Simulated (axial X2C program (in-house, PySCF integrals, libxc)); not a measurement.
**ZnYb: properties at the nuclei**

Calculated with an axial X2C code built on PySCF integrals: two-component X2C with atomic mean-field Coulomb and Gaunt terms, Gaussian nuclei, basis Yb dyall-cv3z, Zn dyall-cv3z with contracted cores.

R = 3.811 Å (near the PBE0 minimum at charge 0 of the determinant lowest at the starting distance; the state shown can have its own minimum elsewhere).

Determinant lowest in the PBE0 search, Ω = 0 (closed shell), highest spinor 78% Yb s, 13% Zn p, 5% Zn s:

```json
{"level": "PBE0", "qzz Yb (a.u.)": "-0.33", "qzz Zn (a.u.)": "-0.18", "μ (D)": "-0.12"}
{"level": "HF", "qzz Yb (a.u.)": "-0.27", "qzz Zn (a.u.)": "-0.12", "μ (D)": "0.67"}
{"level": "BP86", "qzz Yb (a.u.)": "-0.30", "qzz Zn (a.u.)": "-0.19", "μ (D)": "-0.29"}
{"level": "PBE", "qzz Yb (a.u.)": "-0.32", "qzz Zn (a.u.)": "-0.20", "μ (D)": "-0.32"}
{"level": "TPSSh", "qzz Yb (a.u.)": "-0.34", "qzz Zn (a.u.)": "-0.20", "μ (D)": "-0.11"}
```

Determinant 1.91 eV from it at PBE0 and this distance, Ω = 1 (⟨Sz⟩ = 0.97, ⟨Lz⟩ = 0.03 at PBE0), spin on the atoms Yb 0.78, Zn 0.19:

```csv
level,Eeff magnitude (GV/cm),Ws magnitude Yb (kHz),A∥/gI Yb (MHz),qzz Yb (a.u.),A∥/gI Zn (MHz),qzz Zn (a.u.),μ (D)
PBE0,5.01,4.89,5030,-4.32,352,-0.85,-2.76
HF,3.51,4.09,4390,-4.49,199,-0.90,-2.57
BP86,4.43,4.11,5070,-3.78,392,-0.87,-3.08
PBE,4.44,4.13,4810,-3.76,422,-0.86,-2.74
TPSSh,4.96,4.84,4810,-4.21,412,-0.92,-2.74
```

Eeff is the effective electric field on the electron electric dipole moment in this Ω state and Ws the scalar–pseudoscalar constant of the nucleus named (defined with the proton number Z and per Ω); A∥ (defined per Ω) follows by multiplying with gI = μI/(I μN); qzz is the electric field gradient, eQq0 = 234.96 MHz × Q/barn × qzz; μ is positive if the Zn end (last atom) is positive. The operators were transformed with the bare-nucleus X2C matrices; with these basis sets, hyperfine constants and field gradients can be off by tens of per cent, and where levels differ in sign neither size nor sign is settled.

Problem. With Q(173Yb) = 2.8 barn, Q(67Zn) = 0.122 barn (Q from Pyykkö, Mol. Phys. 2018), turn the PBE0 values of the first state into constants in MHz.

Solution. eQq0(173Yb) = 234.96 × (2.8) × (-0.33) = -217 MHz; eQq0(67Zn) = 234.96 × (0.122) × (-0.18) = -5.16 MHz.

Each state is one determinant with collinear spin, which with several unpaired electrons need not be a pure state. Unrestricted Hartree–Fock can overshoot spin polarisation at the nuclei. A closed determinant beside an open π² or δ² triplet, such as (π1/2)², mixes with its partner pair into the 0⁺ component of the triplet and ¹Σ⁺, so its energy is not that of a level, and 0⁺ can lie lowest. With several open shells hyperfine constants can be off by a factor of several. Open-shell Ω = 0 determinants with evenly filled partner blocks cannot be reached by this program, so the Ω shown need not be the lowest component. The search compared states at one distance, so a state with another bond length can lie lower. PBE0 term energies can be off by some tenths of an eV.
